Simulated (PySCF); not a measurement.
Gas-phase reaction: SnO2 + 3 FO = SnF3 + 5 O

Method: PySCF energies plus ideal-gas RRHO corrections (1 bar). † marks an energy on the PBE0/def2-TZVP geometry and frequencies; other levels use their own. Open shells (unrestricted): FO (multiplicity 2, electronic degeneracy 4), SnF3 (multiplicity 2), O (multiplicity 3, electronic degeneracy 9); the rest are closed-shell singlets. Spin-orbit splitting is ignored; it lowers the true energy and changes the entropy of FO, O. B3LYP is the form with VWN-RPA correlation. Sn: scalar-relativistic def2 core potential, no spin-orbit coupling. SnO2, SnF3: computed as isolated molecules; such fragments, hydroxides, amides, oligomers or adducts are transient or little studied in the gas. The harmonic model lacks anharmonicity and excited electronic states, which grow with temperature; levels with a mode under 35 cm⁻¹ are left out.

```json
[
 {"level": "B3LYP/def2-TZVP†", "ΔE electronic, kJ": "219", "ΔH°(298 K), kJ": "209", "ΔS°(298 K), J/K": "218", "ΔG°(600 K), kJ": "74"},
 {"level": "BLYP/def2-TZVP†", "ΔE electronic, kJ": "399", "ΔH°(298 K), kJ": "389", "ΔS°(298 K), J/K": "218", "ΔG°(600 K), kJ": "254"},
 {"level": "HF/def2-TZVP†", "ΔE electronic, kJ": "-847", "ΔH°(298 K), kJ": "-857", "ΔS°(298 K), J/K": "218", "ΔG°(600 K), kJ": "-992"},
 {"level": "M06-2X/def2-TZVP†", "ΔE electronic, kJ": "115", "ΔH°(298 K), kJ": "104", "ΔS°(298 K), J/K": "218", "ΔG°(600 K), kJ": "-30"},
 {"level": "PBE/def2-TZVP†", "ΔE electronic, kJ": "464", "ΔH°(298 K), kJ": "453", "ΔS°(298 K), J/K": "218", "ΔG°(600 K), kJ": "319"},
 {"level": "PBE0/def2-QZVP†", "ΔE electronic, kJ": "194", "ΔH°(298 K), kJ": "183", "ΔS°(298 K), J/K": "218", "ΔG°(600 K), kJ": "49"},
 {"level": "PBE0/def2-SVP†", "ΔE electronic, kJ": "188", "ΔH°(298 K), kJ": "177", "ΔS°(298 K), J/K": "218", "ΔG°(600 K), kJ": "42"},
 {"level": "PBE0/def2-TZVP", "ΔE electronic, kJ": "200", "ΔH°(298 K), kJ": "189", "ΔS°(298 K), J/K": "218", "ΔG°(600 K), kJ": "55"},
 {"level": "r2SCAN/def2-TZVP†", "ΔE electronic, kJ": "254", "ΔH°(298 K), kJ": "243", "ΔS°(298 K), J/K": "218", "ΔG°(600 K), kJ": "108"},
 {"level": "LDA/def2-TZVP†", "ΔE electronic, kJ": "747", "ΔH°(298 K), kJ": "736", "ΔS°(298 K), J/K": "218", "ΔG°(600 K), kJ": "602"},
 {"level": "ωB97X-V/def2-TZVP†", "ΔE electronic, kJ": "211", "ΔH°(298 K), kJ": "200", "ΔS°(298 K), J/K": "218", "ΔG°(600 K), kJ": "65"}
]
```
ΔH° is lowest at HF/def2-TZVP† and highest at LDA/def2-TZVP†. No reference value is set beside these.
